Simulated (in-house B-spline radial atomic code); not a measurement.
# Ionising Cu25+ with different functionals

Computed with a radial B-spline atomic code at the basis-set limit: non-relativistic Hamiltonian, point nucleus, spin-polarised at highest spin, spherical fractional occupations for the functionals, the average over the highest-spin determinants for Hartree-Fock. The ionisation energy is the difference of two self-consistent energies, [He] 2s2 → [He] 2s1, without Breit or QED terms; ε is the level of the shell that loses the electron (its least bound occupied spin orbital).

```
       method                    rung  ΔSCF (eV)  -ε(2s) (eV)
 Hartree-Fock            Hartree-Fock     2440.4       2440.6
HF fractional            Hartree-Fock     2440.4       2440.6
         SCAN                meta-GGA     2440.4       2403.3
        M06-L                meta-GGA     2440.0       2404.1
       M06-2X           global hybrid     2445.1       2422.1
    BHandHLYP           global hybrid     2442.5       2421.4
        HSE06  range-separated hybrid     2443.3       2410.5
```

**Question.** Among the functionals, which spreads more, the ΔSCF values or the orbital energies?

**Answer.** The orbital energies: ΔSCF values span about 5.1 eV and the orbital energies 18.8 eV.

**Question.** How do they compare with the NIST value?

**Answer.** NIST lists 2479 eV ± 2.2 (semi-empirical, ground level to ground level). Errors run from -39.1 to -34.0 eV. The correlated functionals all miss on the same side by more than they spread, so the cause is common to them (relativity, Breit-QED terms, the near-degeneracy of s² and p², or a listed next ion that isn't the cheapest removal here) and closeness doesn't rank the functionals. Hartree-Fock also lacks correlation.
